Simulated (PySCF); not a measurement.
F2HSi, FH2Si (calculated)

Computed with PySCF 2.14.0. Calculation on a computer-drawn molecule: vertical ionisation energy to the stated ion spin, frozen-core CCSD(T) at the basis limit and cheaper methods, single-reference cases, UHF for radicals, no spin-orbit; all values are single points at the evaluated structure, the first of each entry, which is the reference or a displaced copy of it and isn't optimised; the reference structure only sets the zero of the energies above reference; triples share is (T) over the correlation energy.

Common to all runs: charge 1; multiplicity 1; ion multiplicity 2; diffuse functions no; basis cc-pV(n+d)Z; reference is the Hartree-Fock double-zeta minimum; best is HF at quadruple zeta + MP2 correlation extrapolated from triple and quadruple zeta + CCSD(T) minus MP2 at triple zeta; basis step is the size of the change from the same recipe one zeta lower.

```json
{"entry": 1, "formula": "F2HSi", "evaluated_structure": {"atoms_angstrom": [["F", -1.1806, -0.5125, -0.2084], ["Si", -0.2386, -1.4435, -0.9739], ["F", -0.8036, -2.099, -2.1371], ["H", 1.0343, -1.8706, -0.3519]]}, "reference_structure": {"atoms_angstrom": [["F", -1.2018, -0.4842, -0.1544], ["Si", -0.294, -1.4858, -0.8868], ["F", -0.8495, -2.1205, -2.1722], ["H", 1.0232, -1.8162, -0.389]]}, "given": {"drawn_bonds_atom": [1, 2, 2], "drawn_bonds_other_atom": [2, 3, 4], "drawn_bonds_order": [1, 1, 1]}, "results": {"ionisation_energy_best [eV]": 22.89, "ionisation_energy_basis_step [eV]": 0.0162, "energy_above_reference_best [kcal/mol]": 4.747, "energy_above_reference_basis_step [kcal/mol]": 0.6442, "triple_zeta_method": ["HF", "PBE", "r2SCAN", "B3LYP", "wB97X", "MP2", "CCSD", "CCSD(T)"], "triple_zeta_ionisation_energy [eV]": [22.34, 21.95, 22.17, 22.45, 22.66, 22.68, 22.87, 22.76], "triple_zeta_energy_above_reference [kcal/mol]": [2.38, 6.277, 4.909, 5.194, 4.822, 5.387, 4.554, 4.99], "ionisation_energy_Koopmans_at_triple_zeta [eV]": 23.41, "ionisation_energy_EOM_CCSD_at_triple_zeta [eV]": 22.87, "total_energy_HF_triple_zeta [hartree]": -488.2761, "total_energy_CCSD(T)_triple_zeta [hartree]": -488.8926, "total_energy_best [hartree]": -489.0087, "T1_diagnostic_at_triple_zeta": 0.01364, "D1_diagnostic_at_triple_zeta": 0.04006, "ion_T1_diagnostic_at_triple_zeta": 0.03442, "ion_D1_diagnostic_at_triple_zeta": 0.1794, "ion_spin_squared_at_triple_zeta": 0.767, "triples_share_at_triple_zeta": 0.02815, "basis_functions_triple_zeta": 113}}
{"entry": 2, "formula": "F2HSi", "evaluated_structure": {"atoms_angstrom": [["F", -1.1726, -0.4043, -0.1683], ["Si", -0.0929, -1.7429, -1.2211], ["F", -0.5803, -2.3339, -2.4402], ["H", 1.2747, -2.1762, -0.6541]]}, "reference_structure": {"atoms_angstrom": [["F", -1.2018, -0.4842, -0.1544], ["Si", -0.294, -1.4858, -0.8868], ["F", -0.8495, -2.1205, -2.1722], ["H", 1.0232, -1.8162, -0.389]]}, "given": {"drawn_bonds_atom": [1, 2, 2], "drawn_bonds_other_atom": [2, 3, 4], "drawn_bonds_order": [1, 1, 1]}, "results": {"ionisation_energy_best [eV]": 20.45, "ionisation_energy_basis_step [eV]": 0.0007466, "energy_above_reference_best [kcal/mol]": 65.78, "energy_above_reference_basis_step [kcal/mol]": 1.892, "triple_zeta_method": ["HF", "PBE", "r2SCAN", "B3LYP", "wB97X", "MP2", "CCSD", "CCSD(T)"], "triple_zeta_ionisation_energy [eV]": [18.15, 20.33, 20.24, 20.33, 20.19, 20.49, 20.05, 20.21], "triple_zeta_energy_above_reference [kcal/mol]": [76.31, 58.02, 63.8, 63.15, 65.82, 66.48, 67.97, 65.87], "ionisation_energy_Koopmans_at_triple_zeta [eV]": 22.17, "ionisation_energy_EOM_CCSD_at_triple_zeta [eV]": 20.4, "total_energy_HF_triple_zeta [hartree]": -488.1582, "total_energy_CCSD(T)_triple_zeta [hartree]": -488.7956, "total_energy_best [hartree]": -488.9115, "T1_diagnostic_at_triple_zeta": 0.01978, "D1_diagnostic_at_triple_zeta": 0.05775, "ion_T1_diagnostic_at_triple_zeta": 0.01615, "ion_D1_diagnostic_at_triple_zeta": 0.04215, "ion_spin_squared_at_triple_zeta": 0.7568, "triples_share_at_triple_zeta": 0.03357, "basis_functions_triple_zeta": 113}}
{"entry": 3, "formula": "FH2Si", "evaluated_structure": {"atoms_angstrom": [["F", -0.467, 1.0251, 0.6251], ["Si", 0.8621, 0.9942, 1.4253], ["H", 1.2307, -0.2919, 1.993], ["H", 1.5801, 2.255, 1.5114]]}, "reference_structure": {"atoms_angstrom": [["F", -0.467, 1.0251, 0.6251], ["Si", 0.8621, 0.9942, 1.4253], ["H", 1.2307, -0.2919, 1.993], ["H", 1.5801, 2.255, 1.5114]]}, "given": {"drawn_bonds_atom": [1, 2, 2], "drawn_bonds_other_atom": [2, 3, 4], "drawn_bonds_order": [1, 1, 1]}, "results": {"ion_spin_squared_at_triple_zeta": null, "total_energy_HF_triple_zeta [hartree]": null, "T1_diagnostic_at_triple_zeta": null}}
```

**Q.** Give the missing ion spin squared at triple zeta for FH2Si (entry 3).
**A.** 0.8141

**Q.** What total energy HF triple zeta does the calculation give for FH2Si (entry 3)?
**A.** -389.3228 hartree

**Q.** FH2Si (entry 3): T1 diagnostic at triple zeta?
**A.** 0.01432

Further results for FH2Si (entry 3):

| Item | Value |
| --- | --- |
| ionisation energy best | 21.28 eV |
| ionisation energy basis step | 0.02022 eV |
| energy above reference best | 0 kcal/mol |
| energy above reference basis step | 0 kcal/mol |
| ionisation energy Koopmans at triple zeta | 21.58 eV |
| ionisation energy EOM CCSD at triple zeta | 21.24 eV |
| total energy CCSD(T) triple zeta | -389.6976 hartree |
| total energy best | -389.7637 hartree |
| D1 diagnostic at triple zeta | 0.03822 |
| ion T1 diagnostic at triple zeta | 0.04382 |
| ion D1 diagnostic at triple zeta | 0.179 |
| triples share at triple zeta | 0.02714 |
| basis functions triple zeta | 97 |

Triple zeta:
```tsv
method	ionisation energy (eV)	energy above reference (kcal/mol)
HF	20.7	0
PBE	20.48	0
r2SCAN	20.66	0
B3LYP	20.88	0
wB97X	21.07	0
MP2	21.21	0
CCSD	21.24	0
CCSD(T)	21.16	0
```
